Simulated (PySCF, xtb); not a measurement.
Be(Cl)(NH2) (BeClH2N), SMILES [Be]([Cl])[NH2]. The values are those of a single conformer.

Harmonic wavenumbers (cm⁻¹) from GFN2-xTB (xtb) at its own minimum, in rising order: 161, 216, 479, 516, 553, 1203, 1553, 3507, 3508.

Task: What does PBE0-D3(BJ)/def2-TZVP (PySCF) give at its own minimum? (Estimate from the structure and the level; the computed values follow.)

Result: 222, 276, 353, 515, 677, 1319, 1571, 3623, 3707. Paired by order, the mean absolute difference is 91 cm⁻¹ and the zero-point energies are 16.7 and 17.5 kcal/mol.
